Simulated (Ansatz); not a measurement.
`CN[SiH](Cl)OC` → `[CH2]` (triplet) + `CO[SiH](N)Cl`  (formal loss of a carbene)

Gas-phase electronic energies from Ansatz, PBE0-D4/def2-TZVP geometries. CBS: MP2 limit from def2 TZ/QZ plus the TZ coupled-cluster correction, frozen cores. This one scheme is used for every species. Functionals use def2-TZVPP. B3LYP here is the variant with VWN-RPA as its local correlation; programs differ in this. Triplets are unrestricted, without spin–orbit coupling. One conformer a species, not always the lowest.

| level | ΔE (kJ/mol) | difference from CCSD(T)/CBS |
| --- | --- | --- |
| PBE-D4 | 406.7 | 9.2 |
| r2SCAN-D4 | 375.3 | -22.2 |
| PBE0-D4 | 397.5 | 0.0 |
| B3LYP-D4 | 394.8 | -2.7 |
| ωB97M-V | 400.5 | 3.0 |
| B2PLYP | 389.3 | -8.2 |
| PBE | 399.8 | 2.3 |
| r2SCAN | 373.2 | -24.3 |
| MP2/def2-TZVPP | 397.5 | 0.0 |
| CCSD/def2-TZVPP | 376.4 | -21.1 |
| CCSD(T)/def2-TZVPP | 387.1 | -10.4 |
| HF/def2-QZVPP | 255.2 | -142.3 |
| MP2/def2-QZVPP | 403.5 | 6.0 |
| SCS-MP2/def2-QZVPP | 408.2 | 10.7 |
| MP2/CBS(def2) | 407.8 | 10.3 |
| CCSD/CBS(def2) | 386.7 | -10.8 |
| CCSD(T)/CBS | 397.5 | 0 |

Largest T1 diagnostic among the species: 0.011.

From PBE to PBE0 (25 % exact exchange), in def2-TZVPP and without D4, ΔE moves by −8.3 kJ/mol. The D4 term adds +10.8 kJ/mol with B3LYP and +6.0 kJ/mol with PBE0; it sums over pairs of atoms, weighted by their polarisabilities, and B3LYP, whose exchange is more repulsive, gets the larger term. In def2-TZVPP, CCSD(T) changes the Hartree–Fock value by +132.2 kJ/mol (the triples alone add +10.8 kJ/mol) and MP2 by +142.5 kJ/mol.
